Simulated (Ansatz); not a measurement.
System: CH$_{6}$FSi$_{2}$, charge -1, multiplicity 1. It need not be the lowest isomer of its formula. Whether it binds its extra electron was not tested at this geometry. 
Structure (B3LYP-D3(BJ)/def2-TZVP (Ansatz, a first-principles code) minimum search):
```xyz
10

F     -1.6486    -0.6244     1.4996
Si    -1.1755    -0.2967    -0.0568
C      0.1686     0.7990    -0.3395
Si     1.8755     0.3047    -0.5261
H     -0.9312    -1.6766    -0.5792
H     -2.4883     0.1819    -0.6088
H     -0.0386     1.8673    -0.2895
H      2.8588     0.6299     0.5803
H      2.0168    -1.1781    -0.6891
H      2.6082     0.8908    -1.7118
```
Charge -1, spin multiplicity 1.

Basis-set convergence of Hartree-Fock and CCSD(T) correlation energies (hartree) with Ansatz. Valence correlation only, unless marked. No spin-orbit coupling. No relativistic terms.

```tsv
basis	functions	E(HF)	E(corr, CCSD(T))
aug-cc-pV(D+d)Z	164	-718.74855	-0.65670
aug-cc-pV(T+d)Z	340	-718.81434	-0.78309
aug-cc-pV(Q+d)Z	614	-718.83123	-0.82438
```

Extrapolating the two largest sets (X = 3 and 4) as X^-3: E(corr) = (64·(-0.82438) - 27·(-0.78309))/37 = -0.8545 Eh, an estimate of the basis-set limit. The largest set recovers 96.5 % of it, the smallest 76.9 %.
